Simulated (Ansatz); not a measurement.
All values below come from frozen-core CCSD(T)/cc-pVTZ // B3LYP-D3(BJ)/def2-TZVP run with Ansatz (a first-principles code). The geometry is that of the parent before the electron was removed.

Ansatz 0.2 input:
```yaml
crystal:
  periodic: [false, false, false]
  atoms:
    - { symbol: C, position_ang: [-0.893674, -0.061421, -0.012476] }
    - { symbol: Al, position_ang: [1.05483, 0.094046, -0.004818] }
    - { symbol: H, position_ang: [-1.231534, -0.831284, -0.712315] }
    - { symbol: H, position_ang: [-1.398671, 0.873421, -0.262345] }
    - { symbol: H, position_ang: [-1.248909, -0.372293, 0.976639] }
    - { symbol: H, position_ang: [1.767688, 1.507047, -0.077597] }
    - { symbol: H, position_ang: [1.950273, -1.209515, 0.092913] }
basis:
  gaussian: { orbitals: cc-pVTZ }
correlation:
  method: ccsd_t
total_charge: 1
magnetization:
  spin_polarized: true
  initial_magnetization: 1
```

Output:

```
Functional definition: HF
756 factors; integrals over basis functions are off by at most 1.1e-3 eV
mean field evaluation 1: about -7676.2261 eV, gradient 3.4e1 eV
mean field evaluation 2: about -7676.2294 eV, gradient 3.4e1 eV
mean field evaluation 4: about -7682.3797 eV, gradient 2.7e0 eV
mean field evaluation 8: about -7682.5257 eV, gradient 1.2e-1 eV
mean field evaluation 16: about -7682.5260 eV, gradient 5.7e-3 eV
mean field evaluation 32: about -7680.8829 eV, gradient 1.7e1 eV
mean field evaluation 64: about -7682.4318 eV, gradient 7.1e0 eV
mean field evaluation 96: about -7682.9308 eV, gradient 4.1e0 eV
mean field evaluation 128: about -7679.9494 eV, gradient 8.7e-3 eV
mean field evaluation 160: about -7679.9497 eV, gradient 3.6e-1 eV
mean field evaluation 192: about -7682.3439 eV, gradient 5.7e0 eV
mean field evaluation 224: about -7674.6797 eV, gradient 1.1e-1 eV
mean field evaluation 256: about -7683.2380 eV, gradient 7.8e-4 eV
mean field evaluation 288: about -7680.3091 eV, gradient 1.5e0 eV
mean field -7683.23802749 eV, -282.3537896246 hartree, gradient 4.5e-6 eV, S^2 0.767330; 9 other end points of the search recorded, 0 dependent functions left out
determinant -7683.23802749 eV, -282.3537896246 hartree, with singles and doubles -7690.71613460 eV, -282.6286049919 hartree
determinant -7682.52598444 eV, -282.3276225250 hartree, with singles and doubles -7690.19662672 eV, -282.6095134295 hartree
determinant -7679.94942523 eV, -282.2329357205 hartree, with singles and doubles -7687.36774108 eV, -282.5055537996 hartree
determinant -7683.23802749 eV, -282.3537896246 hartree, with singles and doubles -7690.55252191 eV, -282.6225923363 hartree
determinant -7682.52598444 eV, -282.3276225250 hartree, with singles and doubles -7690.05257561 eV, -282.6042196489 hartree
6 core orbitals not correlated
reference -7683.23802749 eV, -282.3537896246 hartree; 6, 5 occupied and 122, 123 virtual orbitals, 756 factors
second order -6.26251837 eV of doubles, -0.00000000 eV of singles
cycle   1  -7.31449335 eV  change    1.1e-6 eV  update   4.5e-6
perturbative correction -0.20997229 eV, -0.0077163392 hartree
Total energy: -7690.76249313 eV, -282.6303086364 hartree
```

Cost: very roughly 2.1 core-minutes.
